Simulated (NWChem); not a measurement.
Everything below was run with NWChem. System: HFOPb, charge 0, spin multiplicity 1, at a geometry optimised with B3LYP/def2-SVP with def2 effective core potentials on Pb. The structure started from a generated list of species. Level: PBE/def2-TZVP with def2 effective core potentials on Pb.

The NWChem input:

```
start mol
memory heap 200 mb stack 900 mb global 1100 mb
geometry units angstroms nocenter noautoz
  Pb    -0.027525    -0.265018     0.000000
  F     -1.377778     1.311195     0.000000
  O      1.658073     0.999643     0.000000
  H      1.392462     1.933568     0.000000
  symmetry group Cs
end
basis spherical
  * library def2-tzvp
end
ecp
  Pb library def2-ecp
end
dft
  xc xpbe96 cpbe96
  semidirect memsize 60000000 filesize 0
  iterations 100
end
task dft energy
```

Output (cleaned and shortened):

```
             Northwest Computational Chemistry Package (NWChem) 7.3.0
             --------------------------------------------------------

                                NWChem Input Module
                                -------------------

 Scaling coordinates for geometry "geometry" by  1.889725989
 (inverse scale =  0.529177249)

 Turning off AUTOSYM since
 SYMMETRY directive was detected!

                             Geometry "geometry" -> ""
                             -------------------------

 Output coordinates in angstroms (scale by  1.889725989 to convert to a.u.)

  No.       Tag          Charge          X              Y              Z
 ---- ---------------- ---------- -------------- -------------- --------------
    1 Pb                  82.0000    -0.02752500    -0.26501800     0.00000000
    2 F                    9.0000    -1.37777800     1.31119500     0.00000000
    3 O                    8.0000     1.65807300     0.99964300     0.00000000
    4 H                    1.0000     1.39246200     1.93356800     0.00000000

 Effective nuclear repulsion energy (a.u.)     388.0003507092

            Nuclear Dipole moment (a.u.)
            ----------------------------
        X                 Y               Z
 ---------------- ---------------- ----------------
    -0.0000113384    -0.0000170075     0.0000000000

      Symmetry information
      --------------------

 Group name             Cs
 Group number              2
 Group order               2
 No. of unique centers     4

      Symmetry unique atoms

     1    2    3    4


 Summary of "ao basis" -> "" (spherical)
 ------------------------------------------------------------------------------
       Tag                 Description            Shells   Functions and Types
 ---------------- ------------------------------  ------  ---------------------
 *                         def2-tzvp                  on all atoms

 Summary of "ao basis" -> "ao basis" (spherical)
 ------------------------------------------------------------------------------
       Tag                 Description            Shells   Functions and Types
 ---------------- ------------------------------  ------  ---------------------
 Pb                        def2-tzvp                16       50   6s5p3d2f
 F                         def2-tzvp                11       31   5s3p2d1f
 O                         def2-tzvp                11       31   5s3p2d1f
 H                         def2-tzvp                 4        6   3s1p

 Summary of "ao basis" -> "ao basis" (spherical)
 ------------------------------------------------------------------------------
       Tag                 Description            Shells   Functions and Types
 ---------------- ------------------------------  ------  ---------------------
 Pb                        def2-tzvp                16       50   6s5p3d2f
 F                         def2-tzvp                11       31   5s3p2d1f
 O                         def2-tzvp                11       31   5s3p2d1f
 H                         def2-tzvp                 4        6   3s1p

      Symmetry analysis of basis
      --------------------------

        a'         80
        a"         38

            General Information
            -------------------
          SCF calculation type: DFT
          Wavefunction type:  closed shell.
          No. of atoms     :     4
          No. of electrons :    40
           Alpha electrons :    20
            Beta electrons :    20
          Charge           :     0
[...]
 d= 0,ls=0.0,diis     6   -368.5523729975 -1.11D-03  2.23D-04  3.01D-03     5.2
 d= 0,ls=0.0,diis     7   -368.5526818903 -3.09D-04  1.44D-04  1.01D-04     5.5
 d= 0,ls=0.0,diis     8   -368.5526245967  5.73D-05  1.10D-04  6.87D-04     5.7
 d= 0,ls=0.0,diis     9   -368.5526876211 -6.30D-05  3.13D-05  3.70D-05     6.0
 d= 0,ls=0.0,diis    10   -368.5526912162 -3.60D-06  3.64D-06  6.61D-07     6.3
 d= 0,ls=0.0,diis    11   -368.5526912697 -5.35D-08  1.19D-06  4.83D-08     6.6

         Total DFT energy =     -368.552691269652
      One electron energy =     -815.607922525152
           Coulomb energy =      364.761711354304
    Exchange-Corr. energy =      -35.356906671039
 Nuclear repulsion energy =      117.650426572235

 Numeric. integr. density =       40.000008402857

     Total iterative time =      5.3s

                  Occupations of the irreducible representations
                  ----------------------------------------------

                     irrep           alpha         beta
                     --------     --------     --------
                     a'               15.0         15.0
                     a"                5.0          5.0

                       DFT Final Molecular Orbital Analysis
                       ------------------------------------

 Vector   18  Occ=2.000000D+00  E=-2.916811D-01  Symmetry=a'
              MO Center= -7.9D-01,  7.5D-01, -1.3D-14, r^2= 2.7D+00
   Bfn.  Coefficient  Atom+Function         Bfn.  Coefficient  Atom+Function
  ----- ------------  ---------------      ----- ------------  ---------------
    56      0.373522  2 F  px                59      0.296504  2 F  px
     5     -0.271222  1 Pb s                  6     -0.259196  1 Pb s
     3      0.241268  1 Pb s                 62      0.223070  2 F  px
    57     -0.197679  2 F  py                11     -0.172996  1 Pb py
    60     -0.157686  2 F  py                 2     -0.145450  1 Pb s

 Vector   19  Occ=2.000000D+00  E=-2.513940D-01  Symmetry=a"
              MO Center=  1.4D+00,  9.5D-01, -6.4D-15, r^2= 1.4D+00
   Bfn.  Coefficient  Atom+Function         Bfn.  Coefficient  Atom+Function
  ----- ------------  ---------------      ----- ------------  ---------------
    89      0.440041  3 O  pz                92      0.359045  3 O  pz
    95      0.305415  3 O  pz                58     -0.113574  2 F  pz
    12     -0.104286  1 Pb pz                18      0.097756  1 Pb pz
    15      0.087499  1 Pb pz                61     -0.087934  2 F  pz
    64     -0.076420  2 F  pz                25      0.075816  1 Pb d  1

 Vector   20  Occ=2.000000D+00  E=-2.503124D-01  Symmetry=a'
              MO Center=  8.3D-01,  6.6D-01, -1.3D-14, r^2= 3.1D+00
   Bfn.  Coefficient  Atom+Function         Bfn.  Coefficient  Atom+Function
  ----- ------------  ---------------      ----- ------------  ---------------
    87      0.376450  3 O  px                90      0.308066  3 O  px
    93      0.253586  3 O  px                 6      0.244586  1 Pb s
     5      0.191984  1 Pb s                 11      0.178499  1 Pb py
     3     -0.171838  1 Pb s                 57      0.165178  2 F  py
    17     -0.154197  1 Pb py                14     -0.144350  1 Pb py

 Vector   21  Occ=0.000000D+00  E=-1.141086D-01  Symmetry=a"
              MO Center=  2.1D-02, -2.7D-01,  1.1D-14, r^2= 3.7D+00
   Bfn.  Coefficient  Atom+Function         Bfn.  Coefficient  Atom+Function
  ----- ------------  ---------------      ----- ------------  ---------------
    18      0.546567  1 Pb pz                12     -0.405405  1 Pb pz
    15      0.336013  1 Pb pz                21      0.297176  1 Pb pz
    89     -0.162259  3 O  pz                95     -0.148319  3 O  pz
    92     -0.127009  3 O  pz                58     -0.124697  2 F  pz
    64     -0.101449  2 F  pz                61     -0.094007  2 F  pz

 Vector   22  Occ=0.000000D+00  E=-4.987503D-02  Symmetry=a'
              MO Center= -1.6D-02, -4.9D-01,  3.9D-15, r^2= 4.9D+00
   Bfn.  Coefficient  Atom+Function         Bfn.  Coefficient  Atom+Function
  ----- ------------  ---------------      ----- ------------  ---------------
    19      0.520366  1 Pb px                10     -0.309017  1 Pb px
    16      0.310021  1 Pb px                13      0.278430  1 Pb px
    20     -0.241148  1 Pb py                32     -0.186433  1 Pb d -2
    17     -0.156801  1 Pb py                57     -0.148561  2 F  py
    22      0.139655  1 Pb d -2              86     -0.137159  3 O  s

 Vector   23  Occ=0.000000D+00  E=-3.542906D-02  Symmetry=a'
              MO Center=  2.9D-02, -2.6D-01,  3.1D-14, r^2= 6.1D+00
   Bfn.  Coefficient  Atom+Function         Bfn.  Coefficient  Atom+Function
  ----- ------------  ---------------      ----- ------------  ---------------
    20      0.679339  1 Pb py                 5      0.344524  1 Pb s
    19      0.273691  1 Pb px                86     -0.263758  3 O  s
    11     -0.240805  1 Pb py                14      0.223722  1 Pb py
    17      0.208010  1 Pb py                 3     -0.192828  1 Pb s
    87      0.168301  3 O  px                90      0.146936  3 O  px

 center of mass
 --------------
 x =  -0.03079641 y =  -0.09502965 z =   0.00000000

 moments of inertia (a.u.)
 ------------------
         237.133871874045          13.496383957607           0.000000000000
          13.496383957607         293.128432234272           0.000000000000
           0.000000000000           0.000000000000         530.262304108317

     Multipole analysis of the density
     ---------------------------------

     L   x y z        total         alpha         beta         nuclear
     -   - - -        -----         -----         ----         -------
     0   0 0 0     -0.000000    -20.000000    -20.000000     40.000000

     1   1 0 0     -0.000654     -1.560763     -1.560763      3.120871
     1   0 1 0     -1.148904    -15.598786    -15.598786     30.048667
     1   0 0 1     -0.000000     -0.000000     -0.000000      0.000000

     2   2 0 0    -34.258909    -90.396475    -90.396475    146.534041
     2   1 1 0      1.998693      1.260160      1.260160     -0.521627
     2   1 0 1      0.000000      0.000000      0.000000      0.000000
     2   0 2 0    -27.623265    -65.147870    -65.147870    102.672474
     2   0 1 1     -0.000000     -0.000000     -0.000000      0.000000
     2   0 0 2    -25.995069    -12.997535    -12.997535      0.000000

 Task  times  cpu:        6.6s     wall:        6.6s

 Total times  cpu:        6.8s     wall:        6.8s
```
